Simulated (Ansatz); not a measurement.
```yaml
crystal:
  periodic: [false, false, false]
  atoms:
    - {symbol: Cr, position_ang: [-1.732118, 2.641914, -1.575395]}
    - {symbol: Cr, position_ang: [-0.132920, -0.077570, 0.384667]}
    - {symbol: O, position_ang: [-0.864995, 1.413324, -0.633221]}
basis:
  gaussian: {orbitals: def2-mTZVP, point_charges: [{charge: 2.00, position_ang: [3.125, -0.497, 0.987]}]}
total_charge: 1
magnetization: {spin_polarized: true, initial_magnetization: 1}
hamiltonian: {xc: {name: r2SCAN50}}
scf: {omitted_lower_state_checks: [starts]}
output: {forces: true}
```

```sh
$ ansatz run in.yaml --threads 4 --pin off --events-out ev --progress --plain --max-ram 3916MiB
```

Output, abridged:

```
Functional definition: r2SCAN50
  name "r2SCAN50"
  cite "Bursch, Neugebauer, Ehlert & Grimme, J. Chem. Phys. 156, 134105 (2022) doi:10.1063/5.0086040"
  cite "Furness, Kaplan, Ning, Perdew & Sun, J. Phys. Chem. Lett. 11, 8208 (2020) doi:10.1021/acs.jpclett.0c02405"
  cite "Furness, Kaplan, Ning, Perdew & Sun, J. Phys. Chem. Lett. 11, 9248 (2020) doi:10.1021/acs.jpclett.0c03077"
  parent r2scan
  parameter a = 0.5
  parameter k0 = 0.174
  parameter k1 = 0.065
  parameter a1 = 4.9479
  exchange = (1 - a)*r2scan_x(k0 = k0, k1 = k1, a1 = a1) + a*exact_x
  correlation = r2scan_c
these checks for a lower state are left out or cut short: starts
900 factors; integrals over basis functions are off by at most 3.4e-4 eV
mean field evaluation 1: about -58564.0978 eV, gradient 2.4e2 eV
mean field evaluation 2: about -54683.8845 eV, gradient 6.9e2 eV
mean field evaluation 4: about -58333.9377 eV, gradient 3.3e2 eV
mean field evaluation 8: about -58855.3252 eV, gradient 9.2e0 eV
mean field evaluation 16: about -58872.2231 eV, gradient 6.0e-1 eV
mean field evaluation 32: about -58872.3807 eV, gradient 4.6e-3 eV
mean field -58872.38065792 eV, -2163.5200840458 hartree, gradient 3.0e-10 eV, S^2 4.643277; 0 other end points of the search recorded, 0 dependent functions left out
the calculation of the forces begins
reference -58872.38067623 eV, -2163.5200847187 hartree; 28, 27 occupied and 62, 63 virtual orbitals, 900 factors
Total energy: -58872.38067623 eV, -2163.5200847187 hartree
Atom 0 at    -1.732118     2.641914    -1.575395 Å, force     0.054302    -0.337583     0.264965 eV/Å
Atom 1 at    -0.132920    -0.077570     0.384667 Å, force     0.349120     1.880226    -1.139921 eV/Å
Atom 2 at    -0.864995     1.413324    -0.633221 Å, force     0.938154    -1.652885     1.076755 eV/Å
Dipole moment:    -1.914084     1.302291    -1.094583 e Å
Checks for a lower state left out: starts
```

Hardware: 4 threads of Arm Neoverse V2 on a shared host. Wall time 57 s.

The charge 1 doublet is spin-contaminated (final ⟨S²⟩ up to 4.64, 0.75 for a pure state).

The dipole of an ion depends on the origin.
